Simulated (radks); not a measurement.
Au65+, configuration [Ne] 3s2 3p2.

Method: scalar-relativistic Kohn-Sham, PBE, spin-unpolarised, spherical densities, point nucleus; computed with a radial shooting solver on a logarithmic mesh with Libxc functionals.

Energy parts (hartree):
| part | energy |
|---|---|
| total | -13954.1312 |
| kinetic | 16113.3041 |
| electron-nucleus | -31098.0494 |
| Hartree | 1198.7973 |
| exchange-correlation | -168.1831 |

Orbitals (lengths in bohr, moments of r in powers of bohr):
orbital  occ.  eigenvalue (hartree)      <r>
1s          2             -3173.342  0.01685
2s          2             -719.2823  0.07029
2p          6             -649.5832  0.06331
3s          2             -290.6805   0.1698
3p          2             -270.2291   0.1677

The highest occupied level is 3p at -7353.3 eV. The density falls to 0.001 e/bohr^3 at r = 0.51 bohr. Summed over all electrons, <r^2> = 0.1725 bohr^2, which gives a Langevin (diamagnetic) susceptibility term of -0.137 x 10^-6 cm^3/mol.
